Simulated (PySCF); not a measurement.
WOF₄ + 2 Cl₂ → WOCl₄ + 2 F₂

Level: PBE0 in the def2-SVP basis family, computed in PySCF with density fitting; scalar-relativistic core potentials for atoms from Rb on, none lighter, no spin–orbit coupling; open shells unrestricted.

```
species                                                                                        state and structure  ZPE (kJ/mol)  H(298 K) − H(0) (kJ/mol)  S° (J/(mol K))
   WOF₄        singlet, C4v, W–F 1.853 Å (×4), W–O 1.670 Å; F–W–F 86.1° (×4), F–W–F 149.9° (×2), F–W–O 105.1° (×4)          34.3                      20.2           341.0
    Cl₂                                                                                singlet, D∞h, Cl–Cl 2.025 Å           3.2                       9.2           223.2
  WOCl₄  singlet, C4v, W–Cl 2.300 Å (×4), W–O 1.668 Å; Cl–W–Cl 86.7° (×4), Cl–W–Cl 152.3° (×2), Cl–W–O 103.9° (×4)          23.2                      24.5           390.2
     F₂                                                                                  singlet, D∞h, F–F 1.376 Å           6.5                       8.7           201.9
```

Q: Is the gas-phase reaction uphill or downhill in electronic energy at this level, and by how much?

A: At PBE0/def2-SVP, ΔE = 770.2 kJ/mol, uphill. 

Q: Add zero-point, thermal and entropy terms for 298.15 K and 1 bar.

A: ΔZPE = -4.5 and Δ[H(298) − H(0)] = 3.3 kJ/mol give ΔH° = 769.0 kJ/mol. ΔS° = 6.6 J/(mol K), so ΔG° = 769.0 − 298.15 × (0.0066) = 767 kJ/mol.

Spin–orbit coupling can matter for WOF₄, WOCl₄ and is left out. Only the bonding shown was studied: isomers, or loss of a ligand pair, can lie lower.
